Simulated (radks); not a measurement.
Effect of the nuclear size on the argon ion Ar3+, [Ne] 3s2 3p3. Method: Dirac Kohn-Sham, exchange-only LDA, spin-unpolarised, spherical densities, finite nucleus; open shells fill j = l - 1/2 first; Fermi nuclear charge, rms radius 3.4274 fm; computed with a radial shooting solver on a logarithmic mesh with Libxc functionals. The rms radius is varied about that value; shifts are against it.

rms radius (fm),total energy shift (eV),density at nucleus (e/bohr^3),1s1/2 shift (meV),2s1/2 shift (meV)
2.8516,-0.00570,4328,-2.40,-0.179
3.1909,-0.00246,4318,-1.04,-0.077
3.4274,0,4311,0.000,0.000
3.5508,0.00135,4308,0.569,0.043
3.8867,0.00527,4300,2.22,0.166

Slopes of the eigenvalues against <r^2> in GHz/fm^2, as finite differences over the two radii next to the reference (eigenvalue slopes, not the field-shift constants of lines): 1s1/2 160, 2s1/2 11.9.
